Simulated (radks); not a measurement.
These are the eigenvalues of the occupied orbitals of an atom or ion with whole-number occupations (hartree). Method: scalar-relativistic Kohn-Sham, r2SCAN, spin-polarised, spherical densities, finite nucleus; meta-GGA in the generalised Kohn-Sham scheme; Fermi nuclear charge, rms radius of each element as measured or else 0.836 A^(1/3) + 0.57 fm; computed with a radial shooting solver on a logarithmic mesh with Libxc functionals.

| orbital | eigenvalue |
|---|---|
| 1s up | -1976.220 |
| 1s down | -1976.220 |
| 2s up | -331.3626 |
| 2s down | -331.3619 |
| 2p up | -294.0875 |
| 2p down | -294.0864 |
| 3s up | -75.52644 |
| 3s down | -75.40164 |
| 3p up | -64.02513 |
| 3p down | -63.90019 |
| 3d up | -49.21287 |
| 3d down | -49.11610 |
| 4s up | -16.61769 |
| 4s down | -16.34161 |
| 4p up | -12.80018 |
| 4p down | -12.52523 |
| 4d up | -7.57726 |
| 4d down | -7.30271 |
| 5s up | -3.35882 |
| 5s down | -3.23755 |
| 5p up | -2.37499 |
| 5p down | -2.28918 |
| 4f up | -1.87017 |
| 4f down | -1.61589 |
| 6d up | -0.50778 |

Which element is it, and in what charge state? The configuration may be excited. Open shells, if any, are filled with parallel spins first.

Answer. Z = 66, dysprosium, charge +3: Dy3+ in [Xe] 4f8 6d1. The list shows which subshells hold electrons but not how many an open one holds; the 1s level, -1976.2 hartree, gives Z - s = 62.9 by -(Z - s)^2/2, which with screening and relativity narrows Z to a few neighbours, and the depths of the outer levels then fix element, charge and occupations together.
